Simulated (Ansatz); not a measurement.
Reaction (formal exchange of groups at the Si–Ge bond): `N=C[SiH2][GeH2][F]` + CH₃OH → `N=C[SiH2]O` + `[CH3][GeH2][F]`

Isolated molecules relaxed with PBE0-D4/def2-TZVP in Ansatz; ΔE leaves out vibrations. CCSD(T)/CBS is the MP2 limit (def2-TZVPP, def2-QZVPP) plus CCSD(T) − MP2 in def2-TZVPP, frozen cores. This one scheme is used for every species. DFT in def2-TZVPP. B3LYP here is the variant with VWN-RPA as its local correlation; programs differ in this. HSE06 is defined as in plane-wave codes. For Ge outer-core shells are correlated without core-valence functions, which leaves a few kJ/mol of doubt a bond. Scalar relativity is left out up to krypton. Each species was taken in one conformer, which may not be the lowest.

```csv
level,ΔE (kJ/mol),difference from CCSD(T)/CBS
LDA (SPW92),-168.8,18.8
revPBE-D4,-157.8,29.8
r2SCAN-D4,-179.8,7.8
PBE0-D4,-168.5,19.1
HSE06-D4,-168.2,19.4
ωB97X-V,-179.4,8.2
revPBE,-157.8,29.8
B3LYP,-176.7,10.9
r2SCANh,-182.5,5.1
HF/def2-SVP,-173.2,14.4
CCSD/def2-SVP,-165.5,22.1
CCSD(T)/def2-SVP,-163.3,24.3
CCSD/def2-TZVPP,-188.0,-0.4
HF/def2-QZVPP,-196.5,-8.9
HF/CBS(def2),-196.7,-9.1
MP2/CBS(def2),-201.4,-13.8
CCSD(T)/CBS,-187.6,0
```

Largest T1 diagnostic among the species: 0.013.

Leaving LDA and LC-ωPBE aside and taking each functional with its dispersion term where it has one, the values, not all of them listed here, spread over 29.0 kJ/mol, from PBE-QIDH to revPBE-D4. LDA lies −8.3 kJ/mol from PBE without D4. From PBE to PBE0 (25 % exact exchange), in def2-TZVPP and without D4, ΔE moves by −10.2 kJ/mol. At CCSD(T), def2-SVP lies +24.3 kJ/mol from the extrapolated value and def2-TZVPP +1.8 kJ/mol.

CCSD(T)/CBS has its own doubt, a few kJ/mol and more with outer-core shells, so smaller differences from it don't rank the levels.
